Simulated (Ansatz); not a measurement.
CaCl₂, triplet, geometry from GFN2-xTB (such geometries of metal compounds can be far from the true shape) (a higher spin typed on purpose: for a closed-shell molecule this is an excited state). Base run: SVWN5/STO-3G in Ansatz (a program for electronic structure).

Ansatz was given this input:
Ansatz 0.2 input:
```yaml
crystal:
  periodic: [false, false, false]
  atoms:
    - {symbol: Ca, position_ang: [0.43095307, -1.37044244, -0.06015462]}
    - {symbol: Cl, position_ang: [0.64352842, 1.12762644, -0.86225411]}
    - {symbol: Cl, position_ang: [-1.15053203, 0.48465879, 0.93302425]}
basis:
  gaussian:
    orbitals: STO-3G
hamiltonian:
  xc: {name: SVWN5}
magnetization: {spin_polarized: true, initial_magnetization: 2}
```

Each row names what was changed in the base input (with any setting that the change needs).

```json
[
 {"change": "base", "E (Eh)": "-1576.18624", "<S^2>": "2.000"},
 {"change": "functional = pbe; dispersion = d3bjatm", "E (Eh)": "-1580.49281", "<S^2>": "2.000"},
 {"change": "functional = pbe", "E (Eh)": "-1580.48986", "<S^2>": "2.000"},
 {"change": "functional = revpbe", "E (Eh)": "-1580.85938", "<S^2>": "2.000"},
 {"change": "functional = wB97X-V", "E (Eh)": "-1580.96518", "<S^2>": "2.001"},
 {"change": "functional = b3lyp5", "E (Eh)": "-1580.91883", "<S^2>": "2.001"},
 {"change": "functional = blyp; dispersion = d4", "E (Eh)": "-1581.00291", "<S^2>": "2.000"},
 {"change": "functional = blyp", "E (Eh)": "-1580.99594", "<S^2>": "2.000"},
 {"change": "functional = B97M-V", "E (Eh)": "-1580.96481", "<S^2>": "2.000"},
 {"change": "functional = hf", "E (Eh)": "-1579.18309", "<S^2>": "2.003"},
 {"change": "functional = b3lyp; dispersion = d3bjatm", "E (Eh)": "-1581.13379", "<S^2>": "2.001"},
 {"change": "functional = r2scan", "E (Eh)": "-1581.10566", "<S^2>": "2.001"},
 {"change": "functional = lc_wpbe", "E (Eh)": "-1580.69014", "<S^2>": "2.001"}
]
```

Total energies compare only within one method and basis.
